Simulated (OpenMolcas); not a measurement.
# Levels of Ni III by method

```yaml
Program: OpenMolcas 26.06
Basis: ANO-R2 [6s5p4d2f1g]
Scalar_Hamiltonian: X2C, finite nucleus
Active_space: 8 electrons in 10 orbitals (3d 4d)
State_averaging: 2S+1 = 3 even, 10 roots; 2S+1 = 1 even, 15 roots
Spin-orbit_coupling: state interaction with AMFI integrals over the reference wave functions, term energies averaged over their components
```

Methods on the same reference wave functions:
A. CASSCF
B. SS-CASPT2, IPEA 0.25 Eh, imaginary shift 0.1 Eh (closed shells correlated: 3s 3p)

Energies in cm⁻¹ above 3d⁸ ³F₄, the measured ground level; measured values from Corliss and Sugar, J. Phys. Chem. Ref. Data 10, 197 (1981).

```
  Level      A      B  Measured
3d⁸ ³F₄    0.0    0.0       0.0
3d⁸ ³F₃   1350   1351      1361
3d⁸ ³F₂   2274   2260      2270
3d⁸ ¹D₂  16807  13870     14032
3d⁸ ³P₂  19845  16850     16662
3d⁸ ³P₁  20162  17160     16978
3d⁸ ³P₀  20431  17420     17231
3d⁸ ¹G₄  25792  23570     23109
3d⁸ ¹S₀  61394  53140     52532
```

Deviations, from unrounded energies. A percentage is the sum of absolute deviations over the sum of measured energies, with the sign that they share, or ± where signs differ.

```
                        Against measurement  Levels      A     B
             mean absolute deviation (cm-1)       8   3000   230
      fine structure of the ground term (%)       2   ±0.4  -0.6
other terms of the ground configuration (%)       6  +17.0  ±1.3
```

B lies closest to measurement on these levels. The largest miss of B in the table is 3d⁸ ¹S₀, by +610 cm-1. The ranking rests on the paired levels alone, and a cruder setting can come out closer through cancelling errors.

From A to B the spin-free energies of the other terms of 3d⁸ shown, above ³F, scale by factors of 0.82 to 0.91, as is usual when dynamic correlation screens the repulsion within a d or f shell.

The lowest spin-free term lies below A's lowest term by 0.477 hartree in B.

CASPT2 breaks the degeneracy within a term, and the mean is taken; among the terms shown or strongly mixed into the levels shown the widest spread is 630 cm-1 (3d⁸ ¹G, B). Active for correlation alone: 4d; no level in the range computed is led by a configuration that fills it, so any true level of that kind is missing. Without dynamic correlation excited terms often stand tens of per cent too high (terms of higher spin than the ground term too low), and those without a measured partner can miss by more than the paired ones (holds for A). Computed and measured levels are paired by configuration, term and J; levels that our copy of the source lacks, or whose pairing is in doubt (as where it misses far off the trend of its configuration), stay unpaired and out of the deviations. Levels of configurations outside the active space are missing.
